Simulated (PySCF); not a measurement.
Computed shifts of a molecule CH7FOSi2, PySCF with PBE0/pcSseg-1, GIAO, gas phase, atoms alike by connectivity averaged where their shifts nearly agree, in ppm (number of nuclei): ¹³C: 53.5 (1). ²⁹Si: 10.9 (1), -69.2 (1). ¹⁹F: -256.1 (1). ¹H: 5.95 (2), 4.38 (1), 4.26 (1), 4.08 (2), -0.36 (1). References: ¹⁷O against H2O (σ = 334.2 ppm); ¹³C against TMS (σ = 186.3 ppm); ²⁹Si against TMS (σ = 352.7 ppm); ¹⁹F against CFCl3 (σ = 167.2 ppm); ¹H against TMS (σ = 31.56 ppm), references at their B3LYP-D3(BJ)/def2-TZVP geometries, non-relativistic. The structure is a stationary point at PBE0-D3(BJ)/def2-SVP. One conformer was computed; it need not be the lowest.

Q: Pick the molecule that these values belong to.
A) FC[SiH2]O[SiH3]
B) C[Si@@](O)(F)[SiH3]
C) OC[SiH2][SiH2]F
D) CO[SiH2][SiH2]F

A: C, OC[SiH2][SiH2]F
